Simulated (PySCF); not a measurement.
A GIAO shielding run with PySCF 2.14.0 with density-fitted response routines (density fitting, non-relativistic, gas phase) on `[SiH3][Si@H](N)C1=CC=CS1`, C4H9NSSi2:

```
{"job": {"kind": "nmr", "xc": "PBE0", "basis": "pcSseg-1"}, "charge": 0, "multiplicity": 1}
N     -1.694643    -1.585870     0.327799
Si    -1.239580    -0.136720    -0.496462
Si    -2.245895     1.625985     0.603264
C      0.631122    -0.135269    -0.350839
C      1.429834    -0.732716     0.577623
C      2.804966    -0.462075     0.408443
C      3.043837     0.351707    -0.651017
S      1.590672     0.797616    -1.453974
H     -1.232029    -2.452034     0.100572
H     -2.670585    -1.759356     0.500857
H     -1.509590    -0.165302    -1.953043
H     -3.708619     1.526562     0.528001
H     -1.887350     2.917580     0.012294
H     -1.914320     1.714925     2.027822
H      1.035578    -1.355190     1.361337
H      3.577516    -0.857084     1.044708
H      3.982089     0.719269    -1.017458
```

Hardware: 1 thread of an Arm Neoverse V1, shared host. The job also computes population analyses, field gradients, ring-centre shieldings.

(1) How large is the calculation?

(2) How long does it take?

## Answers

(1) 84 electrons, 202 basis functions and 1113 auxiliary functions.

(2) 36 s of wall time, with 14 SCF cycles and 5 response iterations. Times on a shared host scatter by some tens of per cent.
